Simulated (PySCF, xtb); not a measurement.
AlH6P3, SMILES [PH2][Al]([PH2])[PH2].

xtb with GFN2-xTB at its own geometry gives an orbital gap of 3.04 eV and a dipole moment of 0.90 D.

The structure is a stationary point at PBE0-D3(BJ)/def2-SVP. The values are those of a single conformer.

What does PySCF with HF/def2-TZVP give? (An estimate is asked for; the answer gives what the named calculation found.)

gap 10.71 eV (levels -9.38 and 1.32 eV), dipole 0.68 D.
